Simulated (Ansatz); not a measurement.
`C=[C](C)[GeH2][F]` + `[OH][GeH3]` → `[F][GeH2][O][GeH3]` + `C=CC`  (ligand exchange at a Ge–C bond)

Calculated with Ansatz (gas phase, PBE0-D4/def2-TZVP geometries, no zero-point term in ΔE). CCSD(T)/CBS is the MP2 limit (def2-TZVPP, def2-QZVPP) plus CCSD(T) − MP2 in def2-TZVPP, frozen cores. DFT in def2-TZVPP. For Ge outer-core shells are correlated without core-valence functions, which leaves a few kJ/mol of doubt a bond. Scalar relativity is left out up to krypton. One conformer a species, not always the lowest.

(1) Is it downhill or uphill in electronic energy at CCSD(T)/CBS, and by how much? (Estimate.)

(2) What do these levels give: PBE-D4, ωB97M-V, PBE, HF/def2-TZVPP, SCS-MP2/def2-TZVPP, HF/def2-QZVPP? (An estimate is asked.)

Largest T1 diagnostic among the species: 0.012.

Results:

(1) Computed: Downhill: ΔE = -0.64 eV.

(2) Computed: PBE-D4 -0.56, ωB97M-V -0.65, PBE -0.58, HF/def2-TZVPP -0.87, SCS-MP2/def2-TZVPP -0.70, HF/def2-QZVPP -0.89 eV.

In def2-TZVPP, CCSD(T) changes the Hartree–Fock value by +0.21 eV (the triples alone add +0.02 eV) and MP2 by +0.22 eV.
